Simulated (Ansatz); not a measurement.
This geometry of C$_{2}$H$_{4}$ClFOSi (10 atoms, charge 0, multiplicity 1) is a first-order saddle point.

All numbers below come from RKS PBE-D4/def2-SVP in Ansatz 0.2.0.

```xyz
10
Properties=species:S:1:pos:R:3
F -1.700 -0.041 0.177
C -0.341 0.055 0.008
C 0.288 -1.297 -0.207
Cl -0.241 -2.058 -1.758
O -0.032 1.046 -0.890
Si 0.466 1.454 1.125
H 1.389 -1.190 -0.240
H 0.009 -1.978 0.619
H -0.760 2.256 1.559
H 1.004 1.704 -0.389
```

Q: Which two structures does it join? (They come from a converged band through this point; their orientation in space is the band's.)

A: Bonds broken: Si6–H10. Bonds formed: O5–H10.

Image 0:

```xyz
10
Properties=species:S:1:pos:R:3
F -1.805 -0.336 0.325
C -0.496 -0.060 0.020
C 0.267 -1.320 -0.293
Cl -0.347 -2.121 -1.791
O -0.375 0.996 -0.915
Si 0.240 1.547 0.611
H 1.338 -1.092 -0.451
H 0.162 -2.040 0.541
H -0.609 2.541 1.332
H 1.709 1.834 0.623
```

Image 6:

```xyz
10
Properties=species:S:1:pos:R:3
F -1.741 -0.054 0.224
C -0.388 0.109 0.271
C 0.327 -1.173 -0.079
Cl 0.340 -1.468 -1.887
O -0.010 1.181 -0.628
Si 0.573 1.447 1.346
H 1.387 -1.141 0.233
H -0.180 -2.032 0.398
H -0.710 2.281 1.523
H 0.486 0.800 -1.398
```

Q: How far does it lie above each of them?

A: 202.4 kJ/mol above the first and 103.1 kJ/mol above the second. This is the barrier of this one path; another mechanism may lie lower. The orbitals stay closed-shell, which can raise the energy where a bond breaks towards radicals; this wasn't checked here.

Time of the run: 41 s on 2 threads of AMD EPYC 9R45 96-Core Processor (Zen 5), on a shared host, peak memory 0.18 GiB.
